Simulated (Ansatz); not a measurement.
Pentafluorobenzenesulfonate (C₆SO₃F₅⁻). Total charge -1; singlet. Geometry PBE-D4/def2-SVP; atoms count from 1.

```xyz
15

O     0.605   -3.061   -0.659
S     1.528   -2.062   -0.043
O     1.916   -2.334    1.368
O     2.624   -1.560   -0.924
C     0.406   -0.537    0.047
C     0.063    0.131    1.230
F     0.508   -0.255    2.434
C    -0.779    1.261    1.218
F    -1.098    1.892    2.367
C    -1.293    1.739    0.006
F    -2.098    2.818   -0.013
C    -0.962    1.084   -1.190
F    -1.458    1.546   -2.356
C    -0.121   -0.040   -1.156
F     0.158   -0.622   -2.329
```

Estimate the Mulliken populations from the PBE0/def2-SVP orbitals of Ansatz.


```tsv
atom	charge (e)
O1	-0.56
S2	1.05
O3	-0.55
O4	-0.56
C5	-0.23
C6	0.18
F7	-0.19
C8	0.14
F9	-0.21
C10	0.15
F11	-0.21
C12	0.15
F13	-0.21
C14	0.24
F15	-0.18
```
Mulliken values depend strongly on the basis.

And the Mayer bond orders between heavy atoms (over 0.3)?

O1–S2 1.59 (1.49 Å); S2–O3 1.62 (1.49 Å); S2–O4 1.59 (1.49 Å); S2–C5 0.69 (1.90 Å); C5–C6 1.45 (1.40 Å); C5–C14 1.35 (1.40 Å); C6–F7 1.10 (1.34 Å); C6–C8 1.28 (1.41 Å); C8–F9 1.08 (1.35 Å); C8–C10 1.29 (1.40 Å); C10–F11 1.08 (1.35 Å); C10–C12 1.26 (1.40 Å); C12–F13 1.09 (1.35 Å); C12–C14 1.31 (1.40 Å); C14–F15 1.11 (1.34 Å).
